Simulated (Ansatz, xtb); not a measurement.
Two isomers of C3H4O3S2

Structure X: `O=C1O[C@@H](S)[C@@H](S)O1`, a singlet. Structure Y: `O=C1O[C@@H](S)[C@H](S)O1`, a singlet. Both are isolated molecules in the gas phase, relaxed with PBE-D3(BJ)/def2-SVP, each in the lowest conformer that the search found.

Quicker runs give these differences E(Y) − E(X): GFN2-xTB −0.106 eV; HF/STO-3G −0.067 eV (at GFN2-xTB geometries); r2SCAN-D4/def2-SVP −0.103 eV (at GFN2-xTB geometries).

**Question.** Estimate E(Y) − E(X) at the level CCSD(T)/def2-SVP + ΔMP2/def2-TZVPP.

**Answer.** Calculated at CCSD(T)/def2-SVP + ΔMP2/def2-TZVPP: E(Y) − E(X) = −0.087 eV, so structure Y lies lower.

The same difference at several levels:

```json
{"level": "GFN2-xTB", "geometry": "GFN2-xTB", "E(Y) − E(X) (eV)": "−0.106", "departure from the last row (eV)": "−0.019", "job, with rough time for the two": "optimisation, 0.56 s"}
{"level": "HF/STO-3G", "geometry": "GFN2-xTB", "E(Y) − E(X) (eV)": "−0.067", "departure from the last row (eV)": "+0.020", "job, with rough time for the two": "single point, 0.81 s"}
{"level": "r2SCAN-D4/def2-SVP", "geometry": "GFN2-xTB", "E(Y) − E(X) (eV)": "−0.103", "departure from the last row (eV)": "−0.015", "job, with rough time for the two": "single point, 9 s"}
{"level": "PBE-D3(BJ)/def2-SVP", "geometry": "PBE-D3(BJ)/def2-SVP", "E(Y) − E(X) (eV)": "−0.036", "departure from the last row (eV)": "+0.051", "job, with rough time for the two": "optimisation, 68 s"}
{"level": "HF/def2-SVP", "geometry": "PBE-D3(BJ)/def2-SVP", "E(Y) − E(X) (eV)": "−0.138", "departure from the last row (eV)": "−0.051", "job, with rough time for the two": "part of the CCSD(T) run"}
{"level": "MP2/def2-SVP", "geometry": "PBE-D3(BJ)/def2-SVP", "E(Y) − E(X) (eV)": "−0.066", "departure from the last row (eV)": "+0.021", "job, with rough time for the two": "part of the CCSD(T) run"}
{"level": "CCSD(T)/def2-SVP", "geometry": "PBE-D3(BJ)/def2-SVP", "E(Y) − E(X) (eV)": "−0.075", "departure from the last row (eV)": "+0.012", "job, with rough time for the two": "single point"}
{"level": "CCSD(T)/def2-SVP + ΔMP2/def2-TZVPP", "geometry": "PBE-D3(BJ)/def2-SVP", "E(Y) − E(X) (eV)": "−0.087", "departure from the last row (eV)": "", "job, with rough time for the two": "single point, 3 min"}
```

As drawn, both hold the same kinds of bond in the same numbers.

The levels shown agree on the order. The largest departure from CCSD(T)/def2-SVP + ΔMP2/def2-TZVPP is that of PBE-D3(BJ)/def2-SVP, 0.051 eV. The last row adds to CCSD(T) the change of the MP2 difference between the two basis sets, here −0.012 eV.

With thermal terms from frequencies at re-optimised GFN2-xTB minima (ideal gas, soft modes damped towards free rotors, one conformer each, 298.15 K, 1 atm): on the last row, ΔE + ΔZPE = −0.091, ΔH = −0.088, ΔG = −0.085 eV.

The correlated steps freeze 16 core orbitals. Codes used: Ansatz 0.2.0, xtb 6.7.1; the last row on 2 threads of Arm Neoverse V1 on a shared host.
